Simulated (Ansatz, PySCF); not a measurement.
Molecule: trifluoromethylgermane, CH3F3Ge, charge 0, multiplicity 1. SMILES: F[C](F)(F)[GeH3]
Geometry from a B3LYP-D3(BJ)/def2-TZVP (Ansatz, a program for electronic structure) optimisation:
```
C
F 1 1.3530
F 1 1.3530 2 106.86
F 1 1.3530 2 106.86 3 114.11
Ge 1 2.0176 2 111.97 3 -122.95
H 5 1.5312 1 107.04 2 60.00
H 5 1.5312 6 111.79 1 -116.91
H 5 1.5312 6 111.79 7 -126.18
```

Property: atomisation energy, in kcal/mol. Conventions: six Cartesian d functions in 6-31G* and its kin unless marked 5d; open shells spin-unrestricted; dispersion terms only where a functional's name holds one; non-relativistic; frozen cores in correlated levels (noble-gas shells and the d and f shells of earlier blocks); LANL2DZ with its own core potentials from Na on; atomisation electronic, to ground-state atoms; spin-orbit terms left out. Ab initio and DFT rows: single points at B3LYP-D3(BJ) geometries (Ansatz).

```tsv
level	program	atomisation energy (kcal/mol)
HF/LANL2DZ	Ansatz	344.7
HF/6-31G*	Ansatz	427.7
PBE/def2-SVP	Ansatz	662.2
PBE/6-31G* with LANL2DZ past Ar	Ansatz	650.2
BLYP/6-31G* with LANL2DZ past Ar	Ansatz	631.5
B3LYP/STO-3G	Ansatz	767.5
B3LYP/3-21G	Ansatz	623.9
B3LYP/6-31G	Ansatz	581.3
B3LYP/6-31G*	Ansatz	626.5
B3LYP/6-31G* with LANL2DZ past Ar	Ansatz	620.5
PBE0/6-31G* with LANL2DZ past Ar	Ansatz	620.8
M06-2X/6-31G* with LANL2DZ past Ar (5d)	PySCF	626.8
MP2/LANL2DZ	Ansatz	490.0
MP2/6-31G* with LANL2DZ past Ar	Ansatz	580.8
B3LYP-D3(BJ)/def2-TZVPD	Ansatz + dftd3	625.6
wB97M-V/def2-TZVPD	Ansatz	630.9
B2PLYP-D3(BJ)/def2-TZVPD	Ansatz + dftd3	622.0
```

No value to compare with is used here. The 14 habitual levels span 344.7 (HF/LANL2DZ) to 767.5 kcal/mol (B3LYP/STO-3G); B2PLYP-D3(BJ)/def2-TZVPD gives 622.0.

The levels are drawn from those run, B3LYP/6-31G* more often than the rest, none by its result; left out are runs that failed, that the program found above a lower state of the same kind, or whose <S^2> lies over 0.5 above the pure value.
